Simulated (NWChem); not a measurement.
Molecule: GaAsH₄; SMILES [GaH2][AsH2]

All runs: NWChem. Geometry: optimised at PBE0/def2-SVP. Ions are spin-unrestricted doublets at the neutral geometry; other ion states weren't tried.

Task: What does the run give for PBE/def2-SVP? Quantities: vertical ionisation energy, ΔSCF (eV); −ε(HOMO) (eV).

Result: The vertical ionisation energy, ΔSCF (eV) is 9.15 and the −ε(HOMO) (eV) comes out as 6.10.
